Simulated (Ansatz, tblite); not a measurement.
Spin states of the cluster Ge₂S₂, each relaxed with PBE0-D4/def2-SVP in Ansatz. Electronic energies in the gas phase.

The xTB rows come from tblite. Correlated methods freeze 28 core orbitals; core or outer-core shells of Ge are correlated, in sets that lack core-valence functions. The structure comes from a short search, and lower isomers may exist.

Singlet geometry (C2v within 0.1 Å):

```xyz
4

Ge   -1.1296    0.7722   -0.6413
Ge    0.7994   -0.8306    0.9771
S     0.6832    1.4111    0.5820
S    -0.3530   -1.3527   -0.9177
```

Triplet geometry (D2h within 0.1 Å):

```csv
atom,x (Å),y (Å),z (Å)
Ge1,-0.762,-0.417,1.238
Ge2,0.762,0.417,-1.238
S3,-0.242,-1.512,-0.658
S4,0.242,1.512,0.658
```

Quintet geometry (C2v within 0.1 Å):

```
atom   x (Å)   y (Å)   z (Å)
 Ge1   0.637   0.758   1.321
 Ge2  -1.052  -0.989  -0.801
  S3   1.155  -1.078  -0.032
  S4  -0.740   1.308  -0.488
```

⟨S²⟩: triplet 2.02 at PBE0-D4/def2-TZVP (pure 2.00), quintet 6.02 at PBE0-D4/def2-TZVP (pure 6.00).

Only these spin states were relaxed.

```json
{"level": "HF/STO-3G", "triplet − singlet (kcal/mol)": "21.0", "quintet − singlet (kcal/mol)": "79.1", "lowest of these": "singlet"}
{"level": "PBE-D4/def2-TZVP", "triplet − singlet (kcal/mol)": "32.9", "quintet − singlet (kcal/mol)": "104.9", "lowest of these": "singlet"}
{"level": "CAM-B3LYP-D4/def2-TZVP", "triplet − singlet (kcal/mol)": "38.7", "quintet − singlet (kcal/mol)": "110.7", "lowest of these": "singlet"}
{"level": "PBE-QIDH/def2-TZVP", "triplet − singlet (kcal/mol)": "37.8", "quintet − singlet (kcal/mol)": "109.2", "lowest of these": "singlet"}
```

(1) Estimate the rows for GFN1-xTB, GFN2-xTB, r2SCAN-D4/def2-TZVP, PBE0-D4/def2-TZVP.

Results:

(1) 
| level | triplet − singlet (kcal/mol) | quintet − singlet (kcal/mol) | lowest of these |
| --- | --- | --- | --- |
| GFN1-xTB | 35.3 | 132.2 | singlet |
| GFN2-xTB | 54.8 | 139.5 | singlet |
| r2SCAN-D4/def2-TZVP | 30.3 | 102.6 | singlet |
| PBE0-D4/def2-TZVP | 34.4 | 106.5 | singlet |

The xTB methods have no term that favours high spin, so they put low spin too low.
